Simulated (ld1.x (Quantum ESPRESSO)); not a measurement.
**nitrogen (N) TM semilocal: all-electron and pseudo phase curves**

| Item | Value |
| --- | --- |
| Element | nitrogen (N) |
| Generator | ld1.x (Quantum ESPRESSO) 7.5 |
| Type | norm-conserving Troullier–Martins (semilocal form) |
| Functional | PBEsol |
| Relativity | scalar-relativistic |
| Frozen core | [He] |
| Valence charge | 5 |
| Reference configuration | 2s2 2p1 (charge +2) |
| Partial waves | 2s (bound): rc 1.00 bohr; 2p (bound): rc 2.20 bohr |
| Local potential | the p channel |
| Core correction | a·sin(br)/r model core inside 0.90 bohr |

The phase is arctan(r·u′/u) with u = r·R(r), unwrapped; energies in Ry, scanned from -6 to 5 Ry. A pole is an energy at which the radial function vanishes at the test radius. The pseudo phase is shifted by a multiple of π to meet the all-electron one at the reference energy, and phase errors are pseudo minus all-electron; the curves can meet again beyond the range given. Levels narrower than the energy grid can be missing from the lists of poles.

Question: For each channel, where are the poles, and over which energies does the pseudopotential scatter like the atom?

Answer:

```csv
channel,radius (bohr),reference energy (Ry),"poles, all-electron","poles, pseudo",unbroken range about the reference energy with phases within 0.05 rad,phase error 1 Ry above the reference energy (rad)
s,2.39,-3.60,"-3.41, 3.29","-3.41, 3.20",the whole range,-0.000
p,2.39,-2.75,"-2.55, 3.11","-2.55, 4.36",below -1.2,+0.024
```

Phases in the p channel:

```json
{"E (Ry)": "-6.00", "all-electron": "1.367", "pseudo": "1.368"}
{"E (Ry)": "-5.74", "all-electron": "1.359", "pseudo": "1.361"}
{"E (Ry)": "-5.48", "all-electron": "1.351", "pseudo": "1.354"}
{"E (Ry)": "-5.22", "all-electron": "1.342", "pseudo": "1.345"}
{"E (Ry)": "-4.96", "all-electron": "1.331", "pseudo": "1.335"}
{"E (Ry)": "-4.70", "all-electron": "1.319", "pseudo": "1.322"}
{"E (Ry)": "-4.44", "all-electron": "1.303", "pseudo": "1.308"}
{"E (Ry)": "-4.18", "all-electron": "1.284", "pseudo": "1.289"}
{"E (Ry)": "-3.92", "all-electron": "1.257", "pseudo": "1.264"}
{"E (Ry)": "-3.66", "all-electron": "1.218", "pseudo": "1.226"}
{"E (Ry)": "-3.40", "all-electron": "1.147", "pseudo": "1.158"}
{"E (Ry)": "-3.14", "all-electron": "0.964", "pseudo": "0.981"}
{"E (Ry)": "-2.88", "all-electron": "-0.266", "pseudo": "-0.245"}
{"E (Ry)": "-2.62", "all-electron": "-1.497", "pseudo": "-1.494"}
{"E (Ry)": "-2.36", "all-electron": "-1.687", "pseudo": "-1.679"}
{"E (Ry)": "-2.10", "all-electron": "-1.770", "pseudo": "-1.756"}
{"E (Ry)": "-1.84", "all-electron": "-1.828", "pseudo": "-1.808"}
{"E (Ry)": "-1.58", "all-electron": "-1.881", "pseudo": "-1.852"}
{"E (Ry)": "-1.32", "all-electron": "-1.939", "pseudo": "-1.897"}
{"E (Ry)": "-1.06", "all-electron": "-2.010", "pseudo": "-1.947"}
{"E (Ry)": "-0.80", "all-electron": "-2.105", "pseudo": "-2.008"}
{"E (Ry)": "-0.54", "all-electron": "-2.245", "pseudo": "-2.087"}
{"E (Ry)": "-0.28", "all-electron": "-2.470", "pseudo": "-2.196"}
{"E (Ry)": "-0.02", "all-electron": "-2.845", "pseudo": "-2.359"}
{"E (Ry)": "0.24", "all-electron": "-3.367", "pseudo": "-2.610"}
{"E (Ry)": "0.50", "all-electron": "-3.834", "pseudo": "-2.988"}
{"E (Ry)": "0.76", "all-electron": "-4.130", "pseudo": "-3.445"}
{"E (Ry)": "1.02", "all-electron": "-4.308", "pseudo": "-3.832"}
{"E (Ry)": "1.28", "all-electron": "-4.420", "pseudo": "-4.090"}
{"E (Ry)": "1.54", "all-electron": "-4.498", "pseudo": "-4.256"}
{"E (Ry)": "1.80", "all-electron": "-4.555", "pseudo": "-4.367"}
{"E (Ry)": "2.06", "all-electron": "-4.598", "pseudo": "-4.445"}
{"E (Ry)": "2.32", "all-electron": "-4.633", "pseudo": "-4.503"}
{"E (Ry)": "2.58", "all-electron": "-4.663", "pseudo": "-4.548"}
{"E (Ry)": "2.84", "all-electron": "-4.689", "pseudo": "-4.584"}
{"E (Ry)": "3.10", "all-electron": "-4.712", "pseudo": "-4.613"}
{"E (Ry)": "3.36", "all-electron": "-4.733", "pseudo": "-4.639"}
{"E (Ry)": "3.62", "all-electron": "-4.753", "pseudo": "-4.661"}
{"E (Ry)": "3.88", "all-electron": "-4.772", "pseudo": "-4.680"}
{"E (Ry)": "4.14", "all-electron": "-4.792", "pseudo": "-4.698"}
{"E (Ry)": "4.40", "all-electron": "-4.813", "pseudo": "-4.715"}
{"E (Ry)": "4.66", "all-electron": "-4.835", "pseudo": "-4.731"}
{"E (Ry)": "4.92", "all-electron": "-4.860", "pseudo": "-4.746"}
```
